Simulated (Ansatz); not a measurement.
Start from `[Cl][Zr]12345678([Cl])([C@H]9[C@@H]1[C@@H]2[C@@H]3[C@H]94)[C@H]1[C@@H]5[C@@H]6[C@@H]7[C@H]18` and change one atom or group to get `[F][Zr]12345678([Cl])([C@H]9[C@@H]1[C@@H]2[C@@H]3[C@H]94)[C@H]1[C@@H]5[C@@H]6[C@@H]7[C@H]18`.

Ansatz, PBE0-D4/def2-TZVP geometries, multiplicity 1. 

Elements past krypton have def2 core potentials.

| property | `[Cl][Zr]12345678([Cl])([C@H]9[C@@H]1[C@@H]2[C@@H]3[C@H]94)[C@H]1[C@@H]5[C@@H]6[C@@H]7[C@H]18` |
| --- | --- |
| size of the dipole moment (ωB97M-V/def2-TZVPP) / D | 4.58 |
| HOMO–LUMO gap (ωB97M-V/def2-TZVPP) / eV | 9.21 |
| HOMO energy (B3LYP/def2-TZVPP) / eV | -6.76 |
| HOMO–LUMO gap (PBE0/def2-TZVPP) / eV | 5.21 |
| HOMO energy (ωB97M-V/def2-TZVPP) / eV | -9.00 |
| LUMO energy (B3LYP/def2-TZVPP) / eV | -1.96 |

Problem. What does the change do to each property? (Best estimate.)

Solution. Ansatz gave: 
```csv
property,`[F][Zr]12345678([Cl])([C@H]9[C@@H]1[C@@H]2[C@@H]3[C@H]94)[C@H]1[C@@H]5[C@@H]6[C@@H]7[C@H]18`,shift
size of the dipole moment (ωB97M-V/def2-TZVPP) / D,3.97,-0.61
HOMO–LUMO gap (ωB97M-V/def2-TZVPP) / eV,9.67,0.46
HOMO energy (B3LYP/def2-TZVPP) / eV,-6.74,0.02
HOMO–LUMO gap (PBE0/def2-TZVPP) / eV,5.63,0.42
HOMO energy (ωB97M-V/def2-TZVPP) / eV,-8.98,0.02
LUMO energy (B3LYP/def2-TZVPP) / eV,-1.54,0.42
```

Dipoles are sizes alone; their direction can turn.

B3LYP here is the variant with VWN-RPA as its local correlation; programs differ in this.

Positive LUMOs are unbound, so they and the gaps depend on the basis.
